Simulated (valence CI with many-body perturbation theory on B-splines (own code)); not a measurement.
## Valence orbitals of Sb⁺

Calculated by relativistic CI+MBPT: four valence electrons over a frozen Dirac-Fock core [Kr] 4d10, a basis of 11 s, 11 p, 9 d, 7 f, 5 g, 2 h, 1 i functions for each j, with the one-electron correlation potential Σ1, the two-electron term Σ2, the three-electron term Σ3, Breit, model QED; selected CI, second order for the rest, scaled by the run's own slope (own B-spline code, finite nucleus).

Against 27 measured levels this calculation errs by 122 cm⁻¹ on average and by 285 at most. These come from a selection out of the NIST Handbook of Basic Atomic Spectroscopic Data. Levels without a partner in it may be off by more. Among the levels kept, up to 400 cm⁻¹ of a level comes from second order outside the variational space, and about a tenth of that is noise between levels of different J, which matters for small intervals.

These are the spectroscopic orbitals of the CI (the correlating ones are not listed), shaped by the core and the other valence electrons. h is the expectation value of the core's Dirac-Fock operator, without the valence repulsion; Σ1 is computed up to l = 3 at one energy for each symmetry, that of its lowest orbital but kept below the first core excitation, so for empty shells it is not the orbital's own correlation shift; Breit and QED include the response of the core.

```tsv
Orbital	h (hartree)	Σ1 (cm⁻¹)	Breit (cm⁻¹)	QED (cm⁻¹)	⟨r⟩ (bohr)
5s1/2	-1.9295	-11331	129	154	2.240
6s1/2	-0.87718	-1654	25.2	29.0	5.485
7s1/2	-0.48932	-527	8.5	9.8	10.41
8s1/2	-0.31406	-244	4.1	4.7	16.76
5p1/2	-1.5543	-7856	157	-2.8	2.673
6p1/2	-0.71597	-1105	27.7	-0.6	6.732
7p1/2	-0.41979	-423	11.3	-0.2	12.20
8p1/2	-0.27751	-212	5.8	-0.1	19.08
5p3/2	-1.5134	-7216	83.8	6.3	2.763
6p3/2	-0.70286	-1058	15.2	1.1	6.870
7p3/2	-0.41388	-407	6.6	0.4	12.38
8p3/2	-0.27441	-205	3.4	0.2	19.29
5d3/2	-0.91981	-1481	6.2	-1.5	4.785
6d3/2	-0.49187	-470	2.4	-0.5	10.16
7d3/2	-0.31296	-223	1.2	-0.3	16.86
5d5/2	-0.91461	-1436	0.0	-0.8	4.817
6d5/2	-0.48988	-458	0.0	-0.3	10.20
7d5/2	-0.31197	-218	0.0	-0.2	16.91
4f5/2	-0.52235	-157	-0.2	0.0	8.620
5f5/2	-0.33673	-106	-0.2	0.0	15.15
4f7/2	-0.52259	-157	-0.2	0.0	8.615
5f7/2	-0.33687	-106	-0.2	0.0	15.15
5g7/2	-0.32043		0.0	0.0	13.73
5g9/2	-0.32043		0.0	0.0	13.73
```

Among the shells of the start configuration 5s2 5p2, Σ1 is largest in size for 5s1/2, where it is 2.7 % of h.

Lowest root of each symmetry, sizes in configuration state functions:

```csv
J,Parity,Roots,Reference,Variational,Second order,Change by selected CI (cm⁻¹),Change by second order (cm⁻¹)
0,even,7,8,29415,511282,-12581,-39
1,even,13,15,39998,1748893,-12418,-140
2,even,13,17,40000,2950404,-12771,-202
3,even,9,11,39994,3088151,-14498,-256
4,even,5,6,39996,2398514,-14577,-118
5,even,2,2,27297,1543572,-14939,-91
0,odd,7,7,31358,541073,-14333,-37
1,odd,17,19,40000,1760918,-11500,-122
2,odd,17,20,40000,2699318,-6889,-112
3,odd,10,13,39999,3010212,-11412,-231
4,odd,5,7,39998,2749375,-14238,-161
5,odd,2,3,19921,1324225,-13883,-50
```
